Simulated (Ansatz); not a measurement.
Species: C2H4OS, SMILES `C=C(O)S` (S–C–O–H torsion 180°, O–C–S–H torsion -180°) (charge 0, multiplicity 1).

Give a relaxed geometry from B3LYP-D3(BJ)/def2-TZVP (Ansatz, a first-principles code).

This is not unique; one that fits is the end point of this relaxation, one of several conformers (outside a Z-matrix the atoms follow the SMILES, hydrogens last).
Bond lengths (Å): C1–C2 1.332, C1–H5 1.083, C1–H6 1.078, C2–O3 1.362, C2–S4 1.769, O3–H7 0.965, S4–H8 1.341. Bond angles (°): C2–C1–H5 120.5, C2–C1–H6 121.8, H5–C1–H6 117.7, C1–C2–O3 125.1, C1–C2–S4 127.1, O3–C2–S4 107.8, C2–O3–H7 109.0, C2–S4–H8 95.4.
